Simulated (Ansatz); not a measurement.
Total energies of Cl2FHNV, SMILES `[NH]=[V]([F])([Cl])[Cl]`.

Cartesian coordinates in Å:
```
N -0.0911 0.5985 1.0308
V -0.0572 -0.2340 -0.3214
F -1.5223 -1.1268 -0.4521
Cl 0.1427 1.1693 -1.9268
Cl 1.6398 -1.5368 -0.2234
H -0.1119 1.1299 1.8928
```

Total charge 0; spin multiplicity 1. Correlated methods include outer-core shells of V, which these sets cover unevenly. Scalar relativity is left out up to krypton. Geometry: relaxed with PBE0-D4/def2-TZVP. It is one conformer, not always the lowest. Basis def2-TZVPP, Ansatz 0.2.0.

RPA on PBE orbitals: Hartree–Fock energy of these orbitals -2016.35216 Eh, correlation -2.17073 Eh (frozen core).

```
 functional  energy without D4 (Eh)  D4 term (kJ/mol)
LDA (SPW92)             -2013.74290                 –
     revPBE             -2019.58884             -45.4
       BLYP             -2019.92596             -38.3
     r2SCAN             -2019.74297              -4.1
     B97M-V             -2019.36724                 –
      B3LYP             -2019.91704             -29.2
    r2SCAN0             -2019.63195              -5.0
    LC-ωPBE             -2019.31755                 –
    ωB97M-V             -2019.69759                 –
   PBE-QIDH             -2018.90480                 –
```

Task: Give the same for PBE, PBE0, r2SCANh, HSE06 (plane-wave form), BHLYP, CAM-B3LYP, ωB97X-V, B2PLYP. (Estimate.)

Result: The calculation gave: 
```
             functional  energy without D4 (Eh)  D4 term (kJ/mol)
                    PBE             -2019.15786             -17.8
                   PBE0             -2019.18972             -15.3
                r2SCANh             -2019.69734              -4.5
HSE06 (plane-wave form)             -2019.16037             -14.4
                  BHLYP             -2019.70091             -24.9
              CAM-B3LYP             -2019.87464             -15.8
                ωB97X-V             -2019.52500                 –
                 B2PLYP             -2019.38720                 –
```

B3LYP takes the VWN-RPA correlation (the form of Gaussian; ORCA's B3LYP/G). HSE06 is the plane-wave form, built on full-range PBE exchange. The double hybrids freeze the cores in their second-order part.

LC-ωPBE has ω = 0.4 bohr⁻¹.
